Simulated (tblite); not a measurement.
C₇H₁₁P.
SMILES with atom numbers: `[CH2:1]=[CH:2]/[CH:3]=[P:4]/[CH:5]1[CH2:6][CH2:7][CH2:8]1` (hydrogens: H9, H10 on C1; H11 on C2; H12 on C3; H13 on C5; H14, H15 on C6; H16, H17 on C7; H18, H19 on C8)

Structure optimised with GFN2-xTB, isolated species.

(1) List the bond lengths, angles and torsions at this level.

Results:

(1) 
| bond | length (Å) |
| --- | --- |
| C1=C2 | 1.335 |
| C2–C3 | 1.430 |
| C3=P4 | 1.687 |
| P4–C5 | 1.866 |
| C5–C6, C5–C8 | 1.542 |
| C6–C7, C7–C8 | 1.535 |
| C1–H9 | 1.078 |
| C1–H10 | 1.076 |
| C2–H11 | 1.083 |
| C3–H12 | 1.084 |
| C5–H13 | 1.094 |
| C6–H14, C8–H19 | 1.088 |
| C6–H15, C8–H18 | 1.089 |
| C7–H16 | 1.088 |
| C7–H17 | 1.089 |

Bonds in one row agree within 0.01 Å and their mean is given. A selection of angles:
| angle | degrees |
| --- | --- |
| C1–C2–C3 | 123.6 |
| C2–C3–P4 | 121.8 |
| C3–P4–C5 | 101.5 |
| P4–C5–C6 | 119.1 |
| P4–C5–C8 | 118.3 |
| C6–C5–C8 | 89.5 |
| C5–C6–C7 | 89.5 |
| C6–C7–C8 | 90.0 |

Dihedral angles: C1–C2–C3–P4 179° (antiperiplanar); C2–C3–P4–C5 179° (antiperiplanar); C3–P4–C5–C6 53° (synclinal); P4–C5–C6–C7 -132° (anticlinal); C5–C6–C7–C8 9° (synperiplanar); C6–C7–C8–C5 -9° (synperiplanar); P4–C5–C8–C7 133° (anticlinal). The mirror-image conformer, all signs reversed, is as good.

The 2 C–P bonds span 1.687 Å (C3=P4, drawn double) to 1.866 Å (P4–C5, drawn single), a spread of 0.179 Å. P4 (phosphorus bonded to 2 C) is bent (angle 101.5°). The 6 C–C bonds span 1.335 Å (C1=C2, drawn double) to 1.543 Å (C5–C8, drawn single), a spread of 0.208 Å. Of the pairs four or more bonds apart, C3···H18 is among the closest relative to their van der Waals radii: 2.80 Å, 97 % of the sum of Bondi's values. The 4-membered ring C5–C6–C7–C8 has internal angles of 89.5° to 90.0°; it is slightly puckered (a soft mode that the optimisation may not have finished), 0.06 Å rms from its mean plane, widest ring torsion 9°.

Point group: near Cs, missed by 0.10 Å at most; the miss may be what the optimiser left on a soft mode. Its GFN2-xTB frequencies are all real (lowest 52 cm⁻¹). The numbers are those of one conformer. 3 starts were optimised and ended at 0.00, 0.23 and 1.46 kcal/mol (GFN2-xTB); the lowest of these is shown.

The numbers are calculated, not measured.
